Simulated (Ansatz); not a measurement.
Isolated molecules relaxed with PBE0-D4/def2-TZVP in Ansatz; ΔE leaves out vibrations. CCSD(T)/CBS adds triple-zeta CCSD(T) − MP2 to the extrapolated MP2 energy (def2 sets, frozen cores). This one scheme is used for every species. DFT in def2-TZVPP. One conformer a species, not always the lowest.

Consider the redistribution: `NB(O)CF` + `O[Si](O)(F)Cl` → `NB(O)Cl` + `O[Si](O)(F)CF`.

(1) Is it downhill or uphill in electronic energy at CCSD(T)/CBS, and by how much? (An estimate is asked.)

(2) What do these levels give: PBE-D4, ωB97X-V, ωB97M-V, r2SCAN, MP2/def2-TZVPP, CCSD/def2-TZVPP? (Best estimate.)

Largest T1 diagnostic among the species: 0.011.

Results:

(1) The calculation gave: Uphill: ΔE = +24.6 kJ/mol.

(2) Computed: PBE-D4 18.7, ωB97X-V 22.5, ωB97M-V 23.1, r2SCAN 22.5, MP2/def2-TZVPP 23.0, CCSD/def2-TZVPP 23.6 kJ/mol.

In def2-TZVPP, CCSD(T) changes the Hartree–Fock value by −3.5 kJ/mol (the triples alone add −0.9 kJ/mol) and MP2 by −3.1 kJ/mol.
